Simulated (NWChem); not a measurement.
Species: C$_{2}$H$_{4}$O$_{2}$Si; SMILES C1C(=O)O[SiH2]1

```xyz
9

O      0.1244     2.1353     0.0000
C      0.0256     0.9517     0.0000
C     -1.2146     0.0417     0.0000
Si     0.0667    -1.3304     0.0000
O      1.0754     0.0744     0.0000
H     -1.8376     0.1904    -0.8938
H     -1.8376     0.1904     0.8938
H      0.2407    -2.1482    -1.2275
H      0.2407    -2.1482     1.2275
```
Atoms are numbered in this order, from 1.

Results from NWChem. Structure relaxed at the PBE0/def2-SVP level. Level: PBE/def2-SVP with SMD (1 M gas to 1 M solution), gas-phase geometry. Reactions with the solvent are ignored.

| solvent | dielectric constant | solvation free energy (kcal/mol) | cavity-dispersion-structure term (kcal/mol) | dipole in solution (D) |
|---|---|---|---|---|
| water | 78.4 | -3.7 | 3.9 | 5.07 |
| diethyl ether | 4.24 | -5.6 | -2.1 | 4.36 |
| ethylene glycol | 40.2 | -1.9 | 5.5 | 5.04 |
| 1-propanol | 20.5 | -4.8 | 2.1 | 4.93 |
| ethanol | 24.9 | -4.9 | 2.1 | 4.94 |
